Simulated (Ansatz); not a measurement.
Reaction (atomization): `[GeH2]1[GeH2][GeH2][GeH2][GeH2][GeH2]1` → 6 Ge• + 12 H•

Isolated molecules relaxed with PBE0-D4/def2-TZVP in Ansatz; ΔE leaves out vibrations. CBS: MP2 limit from def2 TZ/QZ plus the TZ coupled-cluster correction, frozen cores. This one scheme is used for every species, atoms too. Functionals use def2-TZVPP. Open shells (•) are unrestricted, without spin–orbit coupling. Spin–orbit coupling would lower the free atoms: clearly for Ge. Bonds to Ge are less sure, by a few kJ/mol each and by 10 to 20 or more in all where they break to atoms, as the def2 sets lack core-valence functions. Scalar relativity is left out up to krypton.

| level | ΔE (kcal/mol) |
| --- | --- |
| PBE-D4 | 1133.9 |
| BHLYP-D4 | 1131.6 |
| CAM-B3LYP-D4 | 1142.4 |
| PBE-QIDH | 1143.3 |
| PBE | 1118.6 |
| r2SCAN0 | 1144.1 |
| HF/def2-SVP | 827.8 |
| CCSD/def2-TZVPP | 1129.8 |

Q: What does CCSD(T)/CBS give? (Estimate.)

A: Computed: +1160.5 kcal/mol. The listed levels differ from it by -26.6, -28.9, -18.1, -17.2, -41.9, -16.4, -332.7, -30.7 kcal/mol.

Largest T1 diagnostic among the species: 0.012.

In def2-TZVPP, CCSD(T) changes the Hartree–Fock value by +315.6 kcal/mol (the triples alone add +15.3 kcal/mol) and MP2 by +297.0 kcal/mol; breaking electron pairs costs correlation energy, which Hartree–Fock lacks. From r2SCAN to r2SCAN0 (25 % exact exchange), in def2-TZVPP and without D4, ΔE moves by −8.3 kcal/mol: exact exchange takes away binding that semilocal exchange gives to molecules. The D4 term adds +25.1 kcal/mol with B3LYP and +13.6 kcal/mol with PBE0; it sums over pairs of atoms, weighted by their polarisabilities, and B3LYP, whose exchange is more repulsive, gets the larger term.

B3LYP here is the variant with VWN-RPA as its local correlation; programs differ in this.

For atomizations the MP2-based limit and the directly extrapolated one differ by several kJ/mol either way, and by 10 to 25 for some Ge, Se and Sn compounds, so smaller differences from it don't rank the levels.
